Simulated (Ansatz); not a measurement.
CHNS, SMILES `N#CS` (charge 0, multiplicity 1).

Cartesian coordinates (Å):
```xyz
4

N      1.7627    -0.2697     0.0053
C      0.6629     0.0814     0.0018
S     -0.9134     0.6972    -0.0034
H     -1.5122    -0.5089    -0.0038
```
Charge 0, spin multiplicity 1.

Frozen-core energies in 6-31g from Ansatz (a quantum-chemistry and plane-wave program) at a geometry from B3LYP-D3(BJ)/def2-TZVP; the HF reference has <S^2> = 0.00 and the T1 diagnostic is 0.013.

```json
[
 {"level": "HF", "energy (Ha)": "-490.29055"},
 {"level": "MP2", "energy (Ha)": "-490.55277"},
 {"level": "CCSD", "energy (Ha)": "-490.56139"}
]
```

Estimate the energies of CCSD(T), CCSDT, CCSDT(Q) and CCSDTQ, and give each level's difference from CCSDTQ.


```json
[
 {"level": "MP2", "energy (Ha)": "-490.55277", "difference from CCSDTQ (mHa)": "19.15"},
 {"level": "CCSD", "energy (Ha)": "-490.56139", "difference from CCSDTQ (mHa)": "10.54"},
 {"level": "CCSD(T)", "energy (Ha)": "-490.57032", "difference from CCSDTQ (mHa)": "1.60"},
 {"level": "CCSDT", "energy (Ha)": "-490.57045", "difference from CCSDTQ (mHa)": "1.47"},
 {"level": "CCSDT(Q)", "energy (Ha)": "-490.57214", "difference from CCSDTQ (mHa)": "-0.22"},
 {"level": "CCSDTQ", "energy (Ha)": "-490.57192", "difference from CCSDTQ (mHa)": "0.00"}
]
```
